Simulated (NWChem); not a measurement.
# CH6FNOSi; SMILES N[Si@H](CF)O

```xyz
11

N     -1.3877     1.0433     0.3484
Si     0.0691     0.6183    -0.4641
O      1.5059     0.9972     0.3007
C     -0.1194    -1.2623    -0.7000
F     -0.5535    -1.8051     0.5329
H     -1.6080     1.9901     0.6290
H     -1.8135     0.3542     0.9567
H      0.1981     1.3268    -1.7582
H      1.5950     0.6757     1.2097
H     -0.8713    -1.5137    -1.4596
H      0.8184    -1.7602    -0.9762
```
Atoms are numbered in this order, from 1.

Computed with NWChem. Pople sets run with spherical d functions. Geometry: optimised at B3LYP/6-31G* (spherical d). Level: B3LYP/6-31G* with SMD (1 M gas to 1 M solution), gas-phase geometry. Reactions with the solvent are ignored.

For solvent water:

```
Quantity                                     Result
-------------------------------------------  ------
solvation free energy (kcal/mol)               -6.0
cavity-dispersion-structure term (kcal/mol)     4.2
dipole in solution (D)                         1.42
```

Task: How do the values read with solvent toluene instead?

Result: The solvation free energy (kcal/mol) is -3.7 and the cavity-dispersion-structure term (kcal/mol) is 0.2. The dipole in solution (D) is 1.20.
